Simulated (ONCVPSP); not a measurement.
## chlorine: variants of one ONCV potential

Base potential:

* Element: Cl
* Generator: ONCVPSP 4.0.1
* Type: optimised norm-conserving Vanderbilt (ONCV)
* Functional: PBE
* Relativity: scalar-relativistic
* Frozen core: [Ne]
* Valence charge: 7
* Reference configuration: 3s2 3p5
* Partial waves: 3s: rc 1.45 bohr, ncon 5, nbas 9, qcut 4.5 1/bohr, 2 projectors, debl 2.5 Ha; 3p: rc 1.10 bohr, ncon 4, nbas 8, qcut 8.9 1/bohr, 2 projectors, debl 2.6 Ha; d scattering state at 0.02 Ha: rc 1.55 bohr, ncon 4, nbas 8, qcut 6.8 1/bohr, 2 projectors, debl 2.9 Ha
* Local potential: polynomial inside 0.80 bohr (lpopt 5, dvloc0 1 Ha)
* Core correction: none

All-electron outer shells of the reference configuration (PBE, scalar-relativistic, ld1.x):

```json
{"shell": "2s", "level (eV)": "-252.70", "outermost node (bohr)": "0.12", "outermost maximum (bohr)": "0.36"}
{"shell": "2p", "level (eV)": "-191.63", "outermost node (bohr)": "–", "outermost maximum (bohr)": "0.30"}
{"shell": "3s", "level (eV)": "-20.69", "outermost node (bohr)": "0.55", "outermost maximum (bohr)": "1.29"}
{"shell": "3p", "level (eV)": "-8.59", "outermost node (bohr)": "0.53", "outermost maximum (bohr)": "1.43"}
```

Cutoffs, loose and tight: the cutoffs (Ha) at which the residual kinetic energy of the hardest occupied pseudo-wave falls to 1 and 0.1 mHa per electron. They do not see the model core or the augmentation charge, which bear on the density cutoff. Test errors are all-electron minus pseudo excitation energies from the reference, over the configurations 3s2 3p4; 3s2 3p3; 3s2 3p2; 3s2 3p1. A dash means not determined; rows that change the core or the reference have their own tests.

A true bound ghost makes a file unfit for plane-wave use even where its test errors are small: the radial tests pick states by their node count and pass the ghost by.

| change | outcome | cutoff, loose | cutoff, tight | bound ghosts | GHOST(+) flags above zero | largest test error (meV) |
| --- | --- | --- | --- | --- | --- | --- |
| base | generated | 54 Ha | 100 Ha | p | s | +112 |
| p: ncon 3, nbas 7 | generated | 54 Ha | 100 Ha | none | s | +131 |
| d: debl 0.2 | generated | 54 Ha | 100 Ha | p | s, d | +112 |
| local potential polynomial inside 0.75 bohr (lpopt 1, dvloc0 0 Ha) | generated | 54 Ha | 100 Ha | p | s | +113 |
| local potential polynomial inside 0.80 bohr (lpopt 5, dvloc0 4.5 Ha) | generated | 54 Ha | 100 Ha | p | s | +112 |
| d: rc 2.2 | generated | 54 Ha | 100 Ha | p | s | +112 |
| core correction Teter function, fcfact 2.25, rcfact 1.7 | generated | 54 Ha | 100 Ha | p | s | +7.4 |
| s: qcut 4.4; p: qcut 8.6; d: qcut 6.6 | generated | 70 Ha | 128 Ha | p | s | +115 |
| reference 3s2 3p4.75 | generated | 54 Ha | 101 Ha | p | s | +3.6 |
| d: nproj 3 | generated | 54 Ha | 100 Ha | p | s, d | +112 |

What comes out with this change to the base: functional LDA (Perdew-Wang 92)?

outcome: generated; cutoff, loose: 55 Ha; cutoff, tight: 100 Ha; bound ghosts: p; GHOST(+) flags above zero: s; largest test error (meV): +249.

What comes out with this change to the base: all radii scaled by about 1.03 (s 1.50, p 1.14, d 1.60 bohr); local potential polynomial inside 0.82 bohr (lpopt 5, dvloc0 1 Ha)?

outcome: generated; cutoff, loose: 50 Ha; cutoff, tight: 93 Ha; bound ghosts: none; GHOST(+) flags above zero: s; largest test error (meV): +139.
